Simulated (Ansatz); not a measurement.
The cluster Rb₅H₄⁺, relaxed as a singlet with RKS PBE-D4/def2-SVP in Ansatz, starting from the GFN1-xTB geometry. Force threshold 0.02 eV/Å.

In the def2 sets Rb takes a core potential; there is no spin–orbit coupling. The structure comes from a short search, and lower isomers may exist.

Start:

```xyz
9

Rb   -0.009   -0.552    1.062
Rb    3.612    0.304   -0.328
Rb    0.091   -3.008   -2.053
Rb   -3.615    0.107   -0.460
Rb   -0.075    3.414    1.264
H    -1.890    1.557    0.886
H    -1.818   -1.786   -0.722
H     1.814    1.604    1.077
H     1.891   -1.640   -0.725
```

(1) Estimate the energy that the relaxation releases and the steps that it takes.

(2) Does the start keep its bonding and symmetry?

(3) Predict the relaxed structure.

## Answers

(1) 0.04 eV, in 4 steps; 6.5 s on 4 threads of AMD EPYC 7B13 on a shared host. No frequencies were taken in this run, so the end may be a saddle point.

(2) By distances, no bond broke or formed. The bond that changes most is Rb1–H8, from 2.82 to 2.89 Å (atoms count from 1). Point group C2v at the start, C4v at the end, both within 0.05 Å; within 0.015 Å the end is C2v.

(3) 
```
atom   x (Å)   y (Å)   z (Å)
 Rb1  -0.008  -0.572   1.107
 Rb2   3.717   0.275  -0.303
 Rb3   0.103  -3.108  -2.077
 Rb4  -3.712   0.109  -0.440
 Rb5  -0.098   3.492   1.335
  H6  -1.926   1.578   0.914
  H7  -1.827  -1.762  -0.795
  H8   1.826   1.657   0.998
  H9   1.925  -1.669  -0.739
```
Bond lengths (bridged metal pairs left out): 12 × H–Rb 2.68 to 2.89 Å.
